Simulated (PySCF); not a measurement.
Isomers of C7H11N. Computed with PBE0-D3(BJ)/def2-SVP geometry optimisation, gas phase in PySCF 2.14.0. One conformer each; no zero-point energy, no entropy. No frequencies were run at this level. Point groups hold within 0.08 Å.

Task: Order them by energy at this level, lowest first, and give relative energies in kJ/mol.
A. `[CH2:1]=[N:2][C@@H:3]1[CH2:4][C@@:5]12[CH2:6][C@H:7]2[CH3:8]` with C1–N2–C3–C4 -146°
B. `[H]/[N:8]=[CH:7]\[CH2:6][C@@H:5]1[C:2](=[CH2:1])[CH2:3][CH2:4]1` with C4–C5–C6–C7 67°, C5–C6–C7–N8 -116°, C1–C2–C3–C4 -154°, C2–C3–C4–C5 -15°, C3–C4–C5–C6 138°, C1–C2–C5–C4 154°
C. `[CH2:1]=[CH:2][CH2:3][C@@H:4]([CH3:5])[CH2:6][C:7]#[N:8]` with C1–C2–C3–C4 116°, C2–C3–C4–C5 176°, C3–C4–C6–C7 -61°
D. `[CH:1]#[C:2][CH2:3]/[C:4]([CH2:5][CH3:6])=[N:7]\[CH3:8]` with C2–C3–C4–C5 -99°, C3–C4–C5–C6 176°
E. `[C-:1]#[N+:2][CH:3]1[CH2:4][CH2:5][CH2:6][CH2:7][CH2:8]1` with N2–C3–C4–C5 -179°, C3–C4–C5–C6 55°, C4–C5–C6–C7 -55°, C5–C6–C7–C8 55°
F. `[N:1]#[C:2][CH:3]1[CH2:4][CH2:5][CH2:6][CH2:7][CH2:8]1` with C2–C3–C4–C5 69°, C3–C4–C5–C6 55°, C4–C5–C6–C7 -55°, C5–C6–C7–C8 55°

Result: F (0.0), E (82.6), C (110.0), B (190.3), A (236.6), D (262.8).

As drawn, the lowest has a C≡N group, which the highest lacks; the highest has a C≡C bond and a C=N bond, which the lowest lacks.

```
                    SMILES      E (Eh)  E rel (kJ/mol)  dipole (D)  point group     A, B, C (MHz)
               N#CC1CCCCC1  -327.50600             0.0        3.87           Cs  3031, 1763, 1556
         [C-]#[N+]C1CCCCC1  -327.47453            82.6        4.30           Cs  4277, 1474, 1179
         C=CC[C@@H](C)CC#N  -327.46410           110.0        3.85           C1  2374, 1656, 1160
     [H]/N=C\C[C@H]1CCC1=C  -327.43351           190.3        2.15           C1  4179, 1218, 1018
C=N[C@@H]1C[C@@]12C[C@H]2C  -327.41590           236.6        1.06           C1  3134, 1684, 1269
            C#CC/C(CC)=N\C  -327.40592           262.8        1.48           C1  2722, 1411, 1085
```

Task: As an exercise, what shares would exp(−E/RT) give at 2000 K from these electronic energies alone (no entropy, no degeneracies)?

Result: RT = 16.629 kJ/mol: N#CC1CCCCC1 99.2 %, [C-]#[N+]C1CCCCC1 0.7 %, C=CC[C@@H](C)CC#N 0.1 %, [H]/N=C\C[C@H]1CCC1=C under 0.1 %, C=N[C@@H]1C[C@@]12C[C@H]2C under 0.1 %, C#CC/C(CC)=N\C under 0.1 %.
